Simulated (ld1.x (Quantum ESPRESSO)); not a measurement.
# tungsten (W): one change to a TM potential, before and after

```
Element                 : W (Z = 74)
Generator               : ld1.x (Quantum ESPRESSO) 7.5
Type                    : norm-conserving Troullier–Martins (Kleinman–Bylander form)
Functional              : PBE
Relativity              : fully relativistic
Frozen core             : [Xe] 4f14
Valence charge          : 6
Reference configuration : 5d5 6s1 6p0
Partial waves           : 6p (bound, empty): rc 3.60 bohr; 5d (bound): rc 2.35 bohr; 6s (bound): rc 2.20 bohr
Local potential         : the s channel
Core correction         : none
```

Open shells are filled in proportion to 2j + 1 (rel_dist='average').

All-electron outer shells of the reference configuration (PBE, scalar-relativistic, ld1.x):

| shell | level (eV) | outermost node (bohr) | outermost maximum (bohr) |
| --- | --- | --- | --- |
| 5p | -41.41 | 0.57 | 1.09 |
| 4f | -31.24 | – | 0.43 |
| 6s | -5.15 | 1.29 | 2.71 |
| 5d | -3.32 | 0.63 | 1.52 |
| 6p | -1.14 | 1.55 | 3.94 |

Change: wave 6s (bound): rc 2.20 bohr becomes 6s (bound): rc 3.30 bohr.

Cutoffs: the cutoffs (Ry, on a coarse ladder) from which the occupation-weighted sum of valence levels, in a spherical-Bessel basis at the reference potential, stays within 10 and 1 mRy of its value at 400 Ry; they do not see the model core or the augmentation charge, which bear on the density cutoff. Errors are all-electron minus pseudo energies relative to the spin-unpolarised reference configuration.

Task: Predict the effect on cutoff, ghosts and configuration errors.

Result: The potential gets neither clearly harder nor softer (30 Ry and 35 Ry → 30 Ry and 35 Ry); the d channel sets the loose cutoff, while the largest relative change is in s, which becomes softer; of the 7 tests that both files solve, the error grows in 2 and shrinks in 4 by more than 15 % and 0.3 meV (median size 31.9 → 31.6 meV); neither file shows a bound ghost.

```tsv
quantity	base	changed
cutoff, loose	30 Ry	30 Ry
cutoff, tight	35 Ry	35 Ry
loose cutoff by channel (10 mRy a level)	d 25 Ry, s 10 Ry	d 25 Ry, s 6 Ry
bound ghosts	none	none
error for 5d4 6s2 6p0, meV [ΔE -1.53 eV]	-14	-3.4
error for 5d4 6s1 6p0, meV [ΔE 7.35 eV]	-16	-7.7
error for 5d4 6s0 6p0, meV [ΔE 23.04 eV]	+26	+12
error for 5d3 6s0 6p0, meV [ΔE 48.41 eV]	-43	-89
error for 5d4 6s1 6p1, meV [ΔE 2.92 eV]	-35	-32
error for 5d3 6s2 6p1, meV [ΔE 2.44 eV]	-94	-52
error for 5d4 6s0 6p1, meV [ΔE 12.75 eV]	-32	-46
s: phases at 3.92 bohr within 0.05 rad from the reference energy up to (Ry; the scan ends near 5)	1.0	0.8
p1/2: phases at 3.92 bohr within 0.05 rad from the reference energy up to (Ry; the scan ends near 5)	1.6	1.5
p3/2: phases at 3.92 bohr within 0.05 rad from the reference energy up to (Ry; the scan ends near 5)	1.6	1.5
d3/2: phases at 3.92 bohr within 0.05 rad from the reference energy up to (Ry; the scan ends near 5)	0.6	0.7
d5/2: phases at 3.92 bohr within 0.05 rad from the reference energy up to (Ry; the scan ends near 5)	0.7	0.8
```
